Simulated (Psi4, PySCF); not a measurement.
The PySCF input:
```python
from pyscf import gto, scf, dft

mol = gto.M(
    atom='''
Zn   -0.00213218   -0.00048230   -0.00043732
C     0.08934617    2.30448338   -2.97259434
C     0.06009732    1.38124227   -1.78941451
O    -0.46857821    0.24796281   -1.88649319
O     0.55172751    1.74434914   -0.69403404
H     0.96313590    2.94601111   -2.91637612
H     0.08149978    1.72611245   -3.89097181
H    -0.80395332    2.92537882   -2.93898522
C    -0.08766604   -2.30410334    2.97293894
C    -0.05001408   -1.37896146    1.79148265
O    -0.99391024   -0.57877535    1.58652740
O     0.91903789   -1.41166436    0.99569749
H     0.92365326   -2.51922243    3.30336872
H    -0.67811424   -1.86106568    3.76860234
H    -0.55905197   -3.23368843    2.65942406
''',
    basis='sto-3g',
    verbose=4,
)

mf = dft.RKS(mol)
mf.xc = 'bhandhlyp'
mf.grids.atom_grid = (99, 590)
mf.grids.prune = None
mf.kernel()
```

Write the same job for Psi4.

This is not unique; one that fits is 
```
memory 2 GB

molecule mol {
0 1
Zn   -0.002132   -0.000482   -0.000437
C     0.089346    2.304483   -2.972594
C     0.060097    1.381242   -1.789415
O    -0.468578    0.247963   -1.886493
O     0.551728    1.744349   -0.694034
H     0.963136    2.946011   -2.916376
H     0.081500    1.726112   -3.890972
H    -0.803953    2.925379   -2.938985
C    -0.087666   -2.304103    2.972939
C    -0.050014   -1.378961    1.791483
O    -0.993910   -0.578775    1.586527
O     0.919038   -1.411664    0.995697
H     0.923653   -2.519222    3.303369
H    -0.678114   -1.861066    3.768602
H    -0.559052   -3.233688    2.659424
}

set {
  basis sto-3g
  reference rks
  scf_type pk
  puream true
  d_convergence 1e-8
  dft_radial_points 99
  dft_spherical_points 590
}

energy('bhhlyp')
print_variables()
```

Both were run: PySCF gave -2209.276507 Eh and Psi4 -2209.276508 Eh, 0.001 mEh apart.
